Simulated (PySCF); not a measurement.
C7H11S (doublet state).
Z-matrix (Å and degrees, GFN2-xTB geometry), rows numbered from 1:
```
C 
C   1  1.3319
C   2  1.4403  1  123.15
C   3  1.3401  2  126.73  1  -179.91
C   4  1.4984  3  126.73  2    -4.77
C   5  1.4917  4  104.52  3   -96.43
S   6  1.7108  5  124.01  4   -84.93
C   7  1.8265  6  102.96  5   -42.35
H   1  1.0763  2  122.02  3  -179.90
H   1  1.0778  2  121.49  3    -0.05
H   2  1.0813  1  119.34  3   179.61
H   3  1.0832  2  115.07  1    -0.51
H   4  1.0825  3  118.69  2  -178.28
H   5  1.0906  4  111.62  3    22.12
H   5  1.0903  4  110.74  3   143.33
H   6  1.0775  5  117.36  4    63.80
H   8  1.0848  7  106.24  6  -163.65
H   8  1.0851  7  109.21  6   -44.67
H   8  1.0857  7  110.11  6    77.62
```

The hyperfine couplings belong to this conformer and change with its torsions.

As a line formula: `C=C/C=C\C[CH]SC` [radical].

Computed with PySCF, UKS B3LYP, pcH-1 on C H S, non-relativistic, mean-field spin-orbit, GIAO. The structure is a single GFN2-xTB conformer in the gas phase; no vibrational or solvent corrections. The geometry wasn't refined by DFT: couplings that depend on bond lengths, twists or pyramidal angles can differ widely from those at the functional's own minimum. No stability test was run, so a lower SCF solution isn't excluded.

Principal values of hyperfine tensors in MHz (contact, dipolar and spin–orbit terms together), for some of the nuclei:

```json
{"atom": "C6", "isotope": "13C", "A1": "54.30", "A2": "56.27", "A3": "254.04"}
{"atom": "H16", "isotope": "1H", "A1": "-77.50", "A2": "-49.61", "A3": "-14.29"}
{"atom": "C4", "isotope": "13C", "A1": "33.40", "A2": "44.57", "A3": "57.19"}
{"atom": "C8", "isotope": "13C", "A1": "12.89", "A2": "13.22", "A3": "18.33"}
{"atom": "H18", "isotope": "1H", "A1": "6.12", "A2": "7.93", "A3": "15.18"}
{"atom": "H19", "isotope": "1H", "A1": "6.42", "A2": "7.21", "A3": "13.86"}
{"atom": "C5", "isotope": "13C", "A1": "-10.76", "A2": "-9.11", "A3": "-3.67"}
{"atom": "H15", "isotope": "1H", "A1": "3.38", "A2": "3.60", "A3": "15.72"}
```

(1) Split each tensor into its isotropic and traceless parts, and turn a_iso into mT with g = 2.0044.

(2) What spin density at the nucleus of H16 lies behind its contact coupling (g_N = 5.58569)?

(3) H14 (1H, g_N = 5.58569) isn't in the table. Its spin density at the nucleus is 0.007356 bohr⁻³. What is its contact coupling?

(4) Which nucleus of the table has the largest anisotropic coupling, and what is its form?

(5) What first-order splitting does C6 cause when the field lies along A1, A2 or A3 of its tensor (g taken as isotropic, no quadrupole term)?

## Answers

(1) a_iso is a third of the trace, T = A − a_iso, and a(mT) = a(MHz)/(g × 13.996). The tensors hold a spin–orbit part: the run splits a_iso into a_FC + a_SO, and T includes its anisotropic share.

```json
{"atom": "C6", "a_iso (MHz)": "121.54", "a_FC": "121.28", "a_SO": "0.26", "a_iso (mT)": "4.332", "T1": "-67.24", "T2": "-65.27", "T3": "132.50"}
{"atom": "H16", "a_iso (MHz)": "-47.13", "a_FC": "-47.22", "a_SO": "0.09", "a_iso (mT)": "-1.680", "T1": "-30.37", "T2": "-2.48", "T3": "32.84"}
{"atom": "C4", "a_iso (MHz)": "45.05", "a_FC": "45.06", "a_SO": "-0.01", "a_iso (mT)": "1.606", "T1": "-11.66", "T2": "-0.48", "T3": "12.14"}
{"atom": "C8", "a_iso (MHz)": "14.81", "a_FC": "14.81", "a_SO": "0.00", "a_iso (mT)": "0.528", "T1": "-1.92", "T2": "-1.60", "T3": "3.52"}
{"atom": "H18", "a_iso (MHz)": "9.75", "a_FC": "9.74", "a_SO": "0.01", "a_iso (mT)": "0.347", "T1": "-3.62", "T2": "-1.81", "T3": "5.44"}
{"atom": "H19", "a_iso (MHz)": "9.16", "a_FC": "9.16", "a_SO": "0.00", "a_iso (mT)": "0.327", "T1": "-2.74", "T2": "-1.95", "T3": "4.70"}
{"atom": "C5", "a_iso (MHz)": "-7.84", "a_FC": "-7.87", "a_SO": "0.02", "a_iso (mT)": "-0.280", "T1": "-2.91", "T2": "-1.26", "T3": "4.18"}
{"atom": "H15", "a_iso (MHz)": "7.57", "a_FC": "7.55", "a_SO": "0.02", "a_iso (mT)": "0.270", "T1": "-4.19", "T2": "-3.97", "T3": "8.15"}
```

(2) a_FC = (2μ0/3) gₑ μB g_N μN ρ(0)/(2S·h) = 800.24 MHz × g_N × ρ(0)/(2S), with ρ in bohr⁻³. With a_FC = -47.22 MHz and 2S = 1, ρ(0) = -0.01056 bohr⁻³. In magnitude that is 3.3 % of the 1/π = 0.318 of a free hydrogen atom.

(3) By the same relation, a_FC = 32.9 MHz. Its full tensor has the principal values 27.95, 28.60, 42.09 MHz.

(4) C6: -67.2, -65.3, 132.5 MHz (the dipolar term alone has -67.3, -65.5, 132.8), axial, in the ratio −1:−1:+2, the form that spin in one p orbital centred on that nucleus gives.

(5) 2 lines (I = 1/2), spaced by |A_i|/(g × 13.996): 1.94, 2.01, 9.06 mT along the axes of A1, A2 and A3.

The run took 3.2 min wall (grids of density and orbitals included) on one thread of an Arm Neoverse N1, on a shared host, and the process peaked at 1.1 GiB of memory.
